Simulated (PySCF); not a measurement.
**Broadened absorption spectrum of GaCl2Ph**

Compound: GaCl2Ph, C6H5Cl2Ga.
Structure used (PBE0-D3(BJ)/def2-SVP), in Å, numbered top down from 1:
```
atom  x, y, z in Å
Ga1    1.1259    2.3351    0.4424
Cl2    2.1843    2.7497    2.2562
Cl3    1.0975    3.8860   -1.0314
C4     0.2828    0.6325    0.1298
C5     0.3528   -0.3793    1.0985
C6    -0.2316   -1.6212    0.8592
C7    -0.8907   -1.8590   -0.3470
C8    -0.9714   -0.8567   -1.3139
C9    -0.3878    0.3861   -1.0772
H10    0.8702   -0.1966    2.0446
H11   -0.1700   -2.4078    1.6149
H12   -1.3443   -2.8351   -0.5356
H13   -1.4886   -1.0456   -2.2576
H14   -0.4486    1.1681   -1.8396
```

Computed, not measured: TDDFT wB97X-D/def2-SVPD, vertical, gas phase, core orbitals frozen in the response (PySCF 2.14.0, density-fitted response routines). The wB97X-D/def2-SVPD calculation is non-relativistic and has no spin–orbit coupling, an omission that weighs most on gallium.

Computed states:

| state | E (eV) | f |
| --- | --- | --- |
| S1 | 5.16 | 0.0098 |
| S2 | 5.63 | 0.238 |
| S3 | 5.90 | 0.0026 |
| S4 | 6.47 | 0.0000 |
| S5 | 6.54 | 0.0083 |
| S6 | 6.58 | 0.121 |
| S7 | 6.65 | 0.356 |
| S8 | 6.72 | 0.011 |
| S9 | 6.85 | 0.0057 |
| S10 | 6.98 | 0.393 |
| S11 | 6.99 | 0.0027 |
| S12 | 7.05 | 0.086 |
| S13 | 7.10 | 0.055 |
| S14 | 7.14 | 0.033 |
| S15 | 7.29 | 0.0000 |

Broadening: Gaussians 0.5 eV wide at half height, area fixed by f = 4.319×10⁻⁹ ∫ε dν̃. The width is an assumption, not a result. The curve ends short of the highest state used, and states not computed would add to its high-energy end.

**Question.** Give the broadened spectrum and its maxima.

**Answer.** 
(E (eV), ε (L mol⁻¹ cm⁻¹)): (4.41, 1), (4.47, 3), (4.52, 5), (4.57, 11), (4.62, 20), (4.68, 41), (4.73, 68), (4.78, 109), (4.84, 179), (4.89, 261), (4.94, 368), (5.00, 547), (5.05, 758), (5.10, 1061), (5.15, 1501), (5.21, 2294), (5.26, 3239), (5.31, 4478), (5.37, 6324), (5.42, 8058), (5.47, 9795), (5.53, 11586), (5.58, 12582), (5.63, 12952), (5.68, 12632), (5.74, 11413), (5.79, 9885), (5.84, 8123), (5.90, 6018), (5.95, 4498), (6.00, 3339), (6.06, 2555), (6.11, 2487), (6.16, 3018), (6.21, 4218), (6.27, 6620), (6.32, 9445), (6.37, 12951), (6.43, 17814), (6.48, 22098), (6.53, 26254), (6.59, 30659), (6.64, 33621), (6.69, 35874)

Maxima: 220 nm (5.63 eV), ε about 13000, made up of S2 (99%) (ε in L mol⁻¹ cm⁻¹; maxima over ε = 5, shares over 10%). At its high-energy end, 6.69 eV, the curve is still rising (ε about 36000, from S6, S7 and S10).

**Question.** On this curve, what absorbance would a 10⁻³ mol/L sample give at 248 nm over a 1 cm path?

**Answer.** 248 nm is 4.999 eV, where ε is about 540 L mol⁻¹ cm⁻¹, so A = ε c l ≈ 0.54 (Beer–Lambert, with the gas-phase spectrum and the assumed width).

**Question.** What would ε be at 5.63 eV, the highest of these maxima, with half the width (0.25 eV)?

**Answer.** About 25700 L mol⁻¹ cm⁻¹ against 13000, a factor of about 1.98; a lone state at its own centre would give exactly 2.

**Question.** Coming from long wavelengths, where does ε first pass 100 L mol⁻¹ cm⁻¹?

**Answer.** At about 260 nm (4.77 eV), 0.39 eV below S1.

One conformer stands for the species.
